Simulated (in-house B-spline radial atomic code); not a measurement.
## Ionising Sr VII (Sr6+) with different functionals

Computed with a B-spline radial code for spherical atoms: four-component Dirac-Coulomb Hamiltonian, Fermi nucleus of rms radius 4.224 fm, spin-restricted, spherical fractional occupations for the functionals. The ionisation energy is the difference of two self-consistent energies, [Ar] 3d10 4s2 4p2 → [Ar] 3d10 4s2 4p1, without Breit or QED terms; ε is the level of the shell that loses the electron (mean over j). The electron is taken from both j subshells in proportion to 2j + 1, so the result is a j average, not the step between ground levels.

Hybrids are left out here: with spherical fractional occupations of an open shell their exact exchange keeps a self-interaction that integer-occupation calculations don't have.

| method | rung | ΔSCF (eV) | -ε(4p) (eV) |
| --- | --- | --- | --- |
| LDA VWN5 | LDA | 104.06 | 95.89 |
| relativistic LDA | LDA | 104.01 | 95.86 |
| LDA PW92 | LDA | 104.05 | 95.89 |
| LDA exchange-only | LDA | 102.37 | 94.22 |
| PBE | GGA | 103.63 | 95.53 |
| PBEsol | GGA | 103.68 | 95.58 |
| BLYP | GGA | ? | ? |
| RPBE | GGA | ? | ? |
| PW91 | GGA | 103.79 | 95.67 |
| BP86 | GGA | 103.83 | 95.72 |
| AM05 | GGA | 103.68 | 95.58 |
| OLYP | GGA | 103.56 | 95.55 |

Question: What does RPBE give?

Answer: ΔSCF 103.49 eV, and -ε(4p) = 95.42 eV.

Question: What does BLYP give?

Answer: ΔSCF 103.64 eV, and -ε(4p) = 95.49 eV.

Question: How do they compare with the NIST value?

Answer: NIST lists 104 eV ± 2 (tabulated theory, ground level to ground level). Errors run from -1.63 to +0.06 eV; all lie within about twice that uncertainty, so the table can't rank the methods.
